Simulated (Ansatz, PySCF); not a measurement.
Sn(Me)(Cl)3 anion (CH3Cl3Sn), SMILES [CH3][Sn]([Cl])([Cl])[Cl] (connectivity only; charge and spin as stated), charge -1, multiplicity 2. Atoms are numbered in the order given.

```xyz
8

C     -2.3297    -0.3441     0.1018
Sn    -0.1521    -0.0286     0.0034
Cl     0.3102    -1.7712    -1.8461
Cl    -0.2503     2.4709    -0.6407
Cl     0.3437    -0.6614     2.4581
H     -2.5124    -1.3917     0.3733
H     -2.7401     0.3314     0.8633
H     -2.7537    -0.1194    -0.8852
```
Charge -1, spin multiplicity 2.

Geometry optimised at B3LYP-D3(BJ)/def2-SVPD. The spin state was assumed, not searched. The isomer is the one that the SMILES or the coordinates give; other isomers of the formula were not compared. The def2 effective core potentials stand for the cores of Sn; spin–orbit coupling is left out.

Two levels are set side by side: PBE-D3(BJ)/def2-SVPD (Ansatz, an electronic-structure program) and B3LYP-D3(BJ)/def2-SVPD (Ansatz). Each level has its own optimised geometry; the coordinates shown are those of the second. Frequencies come from the Hessian of PySCF at each geometry. Differences are taken from unrounded values.

```
quantity                            B3LYP-D3(BJ)
----------------------------------  ------------
mean bond length (Å)                       1.892
bond C1–Sn2 (Å)                            2.203
bond Sn2–Cl3 (Å)                           2.583
bond Sn2–Cl4 (Å)                           2.583
bond Sn2–Cl5 (Å)                           2.583
bond C1–H6 (Å)                             1.097
bond C1–H7 (Å)                             1.097
bond C1–H8 (Å)                             1.098
highest harmonic wavenumber (cm⁻¹)          3151
mean harmonic wavenumber (cm⁻¹)              910
zero-point energy (kcal/mol)               23.42
```

Q: What does PBE-D3(BJ) give, and how far is it from B3LYP-D3(BJ)? (Estimate from the structure and the level; the computed values follow.)

A: 
```json
[
 {"quantity": "mean bond length (Å)", "PBE-D3(BJ)": "1.896", "PBE-D3(BJ) minus B3LYP-D3(BJ)": "0.004"},
 {"quantity": "bond C1–Sn2 (Å)", "PBE-D3(BJ)": "2.211", "PBE-D3(BJ) minus B3LYP-D3(BJ)": "0.008"},
 {"quantity": "bond Sn2–Cl3 (Å)", "PBE-D3(BJ)": "2.581", "PBE-D3(BJ) minus B3LYP-D3(BJ)": "-0.002"},
 {"quantity": "bond Sn2–Cl4 (Å)", "PBE-D3(BJ)": "2.581", "PBE-D3(BJ) minus B3LYP-D3(BJ)": "-0.002"},
 {"quantity": "bond Sn2–Cl5 (Å)", "PBE-D3(BJ)": "2.581", "PBE-D3(BJ) minus B3LYP-D3(BJ)": "-0.002"},
 {"quantity": "bond C1–H6 (Å)", "PBE-D3(BJ)": "1.105", "PBE-D3(BJ) minus B3LYP-D3(BJ)": "0.008"},
 {"quantity": "bond C1–H7 (Å)", "PBE-D3(BJ)": "1.105", "PBE-D3(BJ) minus B3LYP-D3(BJ)": "0.008"},
 {"quantity": "bond C1–H8 (Å)", "PBE-D3(BJ)": "1.105", "PBE-D3(BJ) minus B3LYP-D3(BJ)": "0.008"},
 {"quantity": "highest harmonic wavenumber (cm⁻¹)", "PBE-D3(BJ)": "3102", "PBE-D3(BJ) minus B3LYP-D3(BJ)": "-50"},
 {"quantity": "mean harmonic wavenumber (cm⁻¹)", "PBE-D3(BJ)": "887", "PBE-D3(BJ) minus B3LYP-D3(BJ)": "-23"},
 {"quantity": "zero-point energy (kcal/mol)", "PBE-D3(BJ)": "22.82", "PBE-D3(BJ) minus B3LYP-D3(BJ)": "-0.60"}
]
```
